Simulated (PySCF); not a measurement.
## Excitation energy of Te⁺ by level of theory

Te⁺ [Kr] 4d10 5s2 5p3 (4S) → Te⁺ [Kr] 4d10 5s1 5p4 (4P), as a difference of total energies. All numbers are calculated (PySCF 2.14, scalar relativity by spin-free X2C-1e, in x2c-TZVPPall with one added diffuse shell each of s, p, d, f type (9s7p5d3f, 76 functions)). Correlated levels: valence: [Kr] 4d10 frozen. The calculations carry no spin-orbit coupling.

| method | excitation energy (eV) |
| --- | --- |
| UHF | 9.297 |
| MP2 (valence) | 9.273 |
| SCS-MP2 (valence) | 9.265 |
| CCSD (valence) | 8.832 |
| CCSD(T) (valence) | 8.716 |

How much does correlation contribute at CCSD(T) (valence)?

8.716 − (9.297) = -0.581 eV, measured against UHF.

The coupled-cluster amplitudes are large for the upper state (T1 above 0.03 or a double amplitude above 0.15), so a single reference is strained.
